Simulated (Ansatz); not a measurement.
**Energy profile**

The step: SiNH₄Cl ([NH2][SiH2][Cl]) → SiNH₂Cl ([NH][SiH][Cl]) + H₂; bonds formed: H2–H4; bonds broken: Si1–H2, N3–H4 (atoms numbered as in the saddle structure below).

```xyz
7
angstrom
Si -0.4335 -0.2242 0.0378
H 0.4610 0.6108 1.2889
N 0.7279 0.2170 -0.9808
H 0.8461 0.7931 0.4959
H -1.7483 0.4151 0.2809
Cl -0.6329 -2.0842 0.8604
H 0.7797 0.2725 -1.9832
```

Electronic energies by CCSD(T) at an estimated basis limit (MP2 extrapolated from triple and quadruple zeta, plus CCSD(T) − MP2 in triple zeta), on PBE0-D4/def2-TZVP structures; SiNH4Cl, closed shell; no counterpoise correction. Computed with Ansatz 0.2.0 (basis: def2-TZVPP and def2-QZVPP); correlated methods freeze the cores. Extrapolation: Hartree–Fock as exp(−7.88 √X), correlation as X^−2.97.

(1) Give the profile in eV, counted from the start structure. (Judge from chemistry; the value comes from the calculation.)

No T1 diagnostic of these runs exceeds 0.017.

Results:

(1) Computed:
| point | eV |
| --- | --- |
| start structure | 0.000 |
| saddle | 3.533 |
| end structure | 2.602 |
| separated: SiNH2Cl (linked as [NH][SiH][Cl]; Si1, N3, H5, Cl6, H7; singlet) + H2 (H2, H4; singlet) | 2.629 |

For scale, one of the runs: CCSD(T)/def2-TZVPP, 171 basis functions, launched by `ansatz run in.yaml --threads 2 --pin off --events-out ev --progress --plain --max-ram 4352MiB`. The run took 20 s on 2 CPU threads of an Arm Neoverse V2 (shared host), with 1.4 GiB of host memory at its peak.
